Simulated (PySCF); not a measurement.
# Te³⁺ (tellurium, charge +3) across methods

[Kr] 4d10 5s2 5p1, 2P determinant. All numbers are calculated (PySCF 2.14, the spin-free X2C one-electron Hamiltonian (Gaussian nucleus), in aug-cc-pwCVTZ-DK3). The B2PLYP total includes its PT2 part (frozen core); its orbital energies are those of the SCF part.

| method | E (hartree) | mean ε 5s α (eV) | mean ε 5s β (eV) | mean ε 5p α (eV) | Σ⟨r²⟩ (bohr²) | ⟨S²⟩ |
| --- | --- | --- | --- | --- | --- | --- |
| HSE06 | -6791.04 | -44.070 | -42.879 | -32.934 | 32.81 | 0.752 |
| B2PLYP | -6790.78 | -45.772 | -44.121 | -34.465 | 32.94 | 0.753 |
| PBE0 | -6791.12 | -44.473 | -43.195 | -33.372 | 32.80 | 0.752 |
| UHF | -6788.67921 | -47.833 | -45.189 | -36.484 | 33.11 | 0.757 |
| r2SCAN | -6791.46 | -43.355 | -42.210 | -32.484 | 32.79 | 0.753 |
| BLYP | -6791.72 | -42.964 | -42.231 | -31.916 | 32.84 | 0.751 |
| PBE | -6791.05 | -43.025 | -42.145 | -32.079 | 32.78 | 0.751 |
| LDA | -6785.10 | -43.424 | -42.663 | -32.202 | 32.73 | 0.751 |
